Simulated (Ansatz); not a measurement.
silicon atom (Si), triplet.

Here is a job for Ansatz (a program for electronic structure).
Ansatz 0.2 input:
```yaml
crystal:
  periodic: [false, false, false]
  atoms:
    - {symbol: Si, position_ang: [0.00000000, 0.00000000, 0.00000000]}
basis:
  gaussian:
    orbitals: 6-31G__.json
hamiltonian:
  xc: blyp
magnetization: {spin_polarized: true, initial_magnetization: 2}
accuracy: high
```
The basis file holds 6-31G** in the JSON format of the Basis Set Exchange.

**Question.** What does this run give for the <S^2>, total energy, number of basis functions?

**Answer.** 
```
Item                             Result
-------------------------  ------------
<S^2>                             2.002
total energy               -289.3557 Eh
number of basis functions            19
```
